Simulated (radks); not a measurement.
Radial electron density D(r) = 4 pi r^2 rho(r) of an atom or ion with 49 electrons. Calculated with a radial shooting solver on a logarithmic mesh with Libxc functionals: Dirac Kohn-Sham, SOGGA, spin-unpolarised, spherical densities, point nucleus.

```
   r/bohr * D(r) (the largest magnitude, 78, reaches the edge; | marks zero)
  0.00218 |   *
 0.002932 |     *
 0.003973 |         *
 0.005385 |               *
 0.007239 |                      *
 0.009811 |                              *
  0.01319 |                                      *
  0.01788 |                                           *
  0.02404 |                                           *
  0.03257 |                                        *
   0.0438 |                                      *
  0.05936 |                                            *
  0.08044 |                                                      *
   0.1082 |                                                     *
   0.1466 |                                         *
   0.1971 |                                       *
   0.2671 |                                             *
   0.3591 |                                   *
   0.4866 |                *
   0.6543 |             *
   0.8867 |              *
    1.202 |        *
    1.616 |   *
     2.19 | *
    2.944 |*
     3.99 *
    5.364 *
     7.27 *
    9.775 *
    13.25 *
```

What is the nuclear charge?

Answer. Z = 49. The innermost maximum, from 1s, lies near gamma/Z bohr with gamma = sqrt(1 - (Z/c)^2) = 0.934, here 0.0191 bohr (found: 0.0210), and its height grows with Z. The density is that of neutral indium in [Kr] 4d10 5s2 5p1; the configuration itself is not fixed sharply by these data, and Z only to a few units. D(r) has 4 maxima, at r = 0.0210, 0.0922, 0.271, 0.806 bohr, and minima at 0.0414, 0.178, 0.594 bohr, inside which lie 2.05, 11.18, 29.01 electrons.
